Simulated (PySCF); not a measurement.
IF₄⁺: from structure and modes to constants

Level of theory: PySCF, PBE, basis I def2-SVP with ECP28, F def2-SVP (scalar-relativistic core potentials, no spin–orbit coupling, density fitting).

The singlet minimum has C2v symmetry. Masses (u): I 126.90447, F 18.99840.

```xyz
5
charge 1 multiplicity 1, angstrom
I     0.0000    0.0000   -0.2560
F     0.0000    1.9107   -0.0904
F     0.0000   -1.9107   -0.0904
F     1.4532    0.0000    0.9527
F    -1.4532    0.0000    0.9527
```

Harmonic wavenumbers (cm⁻¹): 109.8 (a1, ×1), 151.1 (b2, ×1), 242.2 (a1, ×1), 255.0 (a2, ×1), 279.2 (b1, ×1), 620.3 (a1, ×1), 661.2 (a1, ×1), 677.0 (b2, ×1), 695.1 (b1, ×1).

(1) What is the harmonic zero-point energy?

(2) Find the vibrational entropy and heat capacity at 298.15 K.

Answers

(1) Half the sum of all 9 wavenumbers, 3691/2 = 1845 cm⁻¹, which is 22.1 kJ/mol (1 cm⁻¹ = 0.0119627 kJ/mol).

(2) With u = 1.43878 ω/T, each mode gives S = R[u/(eᵘ−1) − ln(1−e⁻ᵘ)] and C = R u² eᵘ/(eᵘ−1)².
```
ω (cm⁻¹)      u  S (J/(mol K))  C (J/(mol K))
   109.8  0.530          13.69           8.12
   151.1  0.729          11.12           7.96
   242.2  1.169           7.48           7.43
   255.0  1.231           7.09           7.34
   279.2  1.347           6.44           7.16
   620.3  2.993           1.74           4.14
   661.2  3.191           1.49           3.79
   677.0  3.267           1.40           3.66
   695.1  3.354           1.31           3.51
```
The sums over all modes are S = 51.8 and C = 53.1 J/(mol K); the softest mode gives 26 % of the entropy.

This need not be the most stable arrangement of these atoms.
